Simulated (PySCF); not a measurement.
**The third ionisation energy along the 3d series**

Calculated with PySCF 2.14 from differences of total energies of unrestricted determinants, without spin-orbit coupling. Values in eV. The last column holds reference values (NIST; (s) semi-empirical, (t) theoretical, else measured). Unmarked ones compare directly (S terms, centres of terms, or small fine structure); those marked * lie between the lowest fine-structure levels and include a spin-orbit shift.

```json
{"element": "Sc (cc-pVDZ-DK, spin-free X2C)", "configurations": "[Ar] 3d1 → [Ar]", "UHF": "24.242", "MP2 (valence)": "n/a", "SCS-MP2 (valence)": "n/a", "reference": "24.757 *"}
{"element": "Ti (cc-pVDZ-DK, spin-free X2C)", "configurations": "[Ar] 3d2 → [Ar] 3d1", "UHF": "26.919", "MP2 (valence)": "26.993", "SCS-MP2 (valence)": "26.944", "reference": "27.492 *"}
{"element": "V (cc-pVDZ-DK, spin-free X2C)", "configurations": "[Ar] 3d3 → [Ar] 3d2", "UHF": "28.465", "MP2 (valence)": "28.748", "SCS-MP2 (valence)": "28.559", "reference": "29.311 *"}
{"element": "Cr (cc-pVDZ-DK, spin-free X2C)", "configurations": "[Ar] 3d4 → [Ar] 3d3", "UHF": "29.925", "MP2 (valence)": "30.491", "SCS-MP2 (valence)": "30.114", "reference": "30.959 ± 0.025 *"}
{"element": "Mn (cc-pVDZ-DK, spin-free X2C)", "configurations": "[Ar] 3d5 → [Ar] 3d4", "UHF": "32.519", "MP2 (valence)": "33.297", "SCS-MP2 (valence)": "32.778", "reference": "33.668 ± 0.012 *"}
{"element": "Ni (cc-pVDZ-DK, spin-free X2C)", "configurations": "[Ar] 3d8 → [Ar] 3d7", "UHF": "32.887", "MP2 (valence)": "35.008", "SCS-MP2 (valence)": "34.881", "reference": "35.187 ± 0.019 *"}
{"element": "Cu (cc-pVDZ-DK, spin-free X2C)", "configurations": "[Ar] 3d9 → [Ar] 3d8", "UHF": "34.211", "MP2 (valence)": "36.693", "SCS-MP2 (valence)": "36.442", "reference": "36.841 ± 0.012 *"}
{"element": "Zn (cc-pVDZ-DK, spin-free X2C)", "configurations": "[Ar] 3d10 → [Ar] 3d9", "UHF": "37.079", "MP2 (valence)": "39.830", "SCS-MP2 (valence)": "39.474", "reference": "39.723 *"}
```

"Valence" correlates the outer s and p shells and, in groups 3 to 12 and the f block, the outer d or f shell, open or full, or the next shell where the ion has no valence electron left; the wider scheme adds the next inner shell.
